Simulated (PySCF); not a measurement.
Computed IR spectrum (relative IR intensity) of a molecule C3H5, multiplicity 2. The structure is a stationary point at PBE0-D3(BJ)/def2-TZVP. One conformer was computed; it need not be the lowest. These are PBE0-D3(BJ)/def2-TZVP run with PySCF 2.14.0 values and carry that method's errors. Harmonic, unscaled wavenumbers; measured fundamentals usually lie a few per cent lower.

ν (cm⁻¹): 406 (w), 616 (vs), 797 (m), 826 (vw), 942 (w), 1059 (vw), 1118 (w), 1396 (vw), 1475 (m), 1705 (w), 3042 (m), 3048 (m), 3103 (m), 3148 (m) (against the strongest line: vs over 80 %, s over 45 %, m over 15 %, w over 4 %, vw less)

Problem. Identify the compound among the candidates.
(A) [CH]=CC
(B) [CH2]C=C
(C) C=[C]C

Solution. A, [CH]=CC
